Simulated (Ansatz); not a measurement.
Cartesian coordinates in Å:
```
O -0.293 -1.088 2.262
B 0.361 -0.620 1.136
F 1.707 -0.817 1.144
O 0.134 0.899 0.940
C 0.097 1.422 -0.216
C 0.007 0.693 -1.389
C -0.203 -0.669 -1.261
O -0.180 -1.286 -0.152
H -1.240 -0.948 2.252
H 0.094 2.513 -0.234
H -0.033 1.180 -2.351
H -0.451 -1.280 -2.130
```

Total charge 0; spin multiplicity 1.

(1) List the ωB97M-V/def2-TZVPP orbital energies in eV (Ansatz). (An estimate is asked.)

Answers

(1) The calculation gave: Occupied: -676.25, -527.61, -527.61, -525.29, -284.98, -284.98, -282.16, -190.04, -35.38, -33.89, -33.11, -30.47, -25.68, -22.25, -21.01, -18.52, -18.32, -17.51, -16.70, -16.18, -15.95, -15.06, -14.89, -13.88, -13.32, -13.09, -12.42, -11.76, -11.11, -10.25. Lowest empty: -0.45, 2.47, 2.90, 3.28, 3.34, 4.09, 4.33, 4.67.
